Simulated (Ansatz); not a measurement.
Stepwise reaction of `[OH][Ti]([OH])([Cl])[Cl]` with hydrogen chloride, as a gas-phase model of exchange steps in deposition or etching. ΔE in kJ/mol; ΔG adds harmonic PBE0-D4 terms to CCSD(T)/CBS, at 1 bar.

Gas-phase electronic energies from Ansatz, PBE0-D4/def2-TZVP geometries. CCSD(T)/CBS adds triple-zeta CCSD(T) − MP2 to the extrapolated MP2 energy (def2 sets, frozen cores). This one scheme is used for every species. Functionals use def2-TZVPP. B3LYP here is the variant with VWN-RPA as its local correlation; programs differ in this. For Ti outer-core shells are correlated without core-valence functions, which leaves a few kJ/mol of doubt a bond. Scalar relativity is left out up to krypton. One conformer a species, not always the lowest.

```
step                                                             reaction  PBE-D4  B3LYP-D4  ωB97M-V  CCSD(T)/CBS  ΔG(500 K)
   1  `[OH][Ti]([OH])([Cl])[Cl]` + HCl → `[OH][Ti]([Cl])([Cl])[Cl]` + H₂O   -22.8     -20.3    -16.7        -24.8      -18.3
   2  `[OH][Ti]([Cl])([Cl])[Cl]` + HCl → `[Cl][Ti]([Cl])([Cl])[Cl]` + H₂O   -19.7     -16.2    -11.4        -22.0        2.6
```

By hand: ΔE of the 2 steps together at CCSD(T)/CBS.

(-24.8) + (-22.0) = -46.8 kJ/mol, or -23.4 kJ/mol a step.

In ΔE the steps differ by no more than 2.8 kJ/mol. All are downhill at CCSD(T)/CBS. ΔG lies between -18.3 and 2.6 kJ/mol a step. PBE-D4 differs from CCSD(T)/CBS by 2.0 to 2.3 kJ/mol a step. Isolated molecules leave out the surface, adducts and barriers. Largest T1 diagnostic: 0.025.
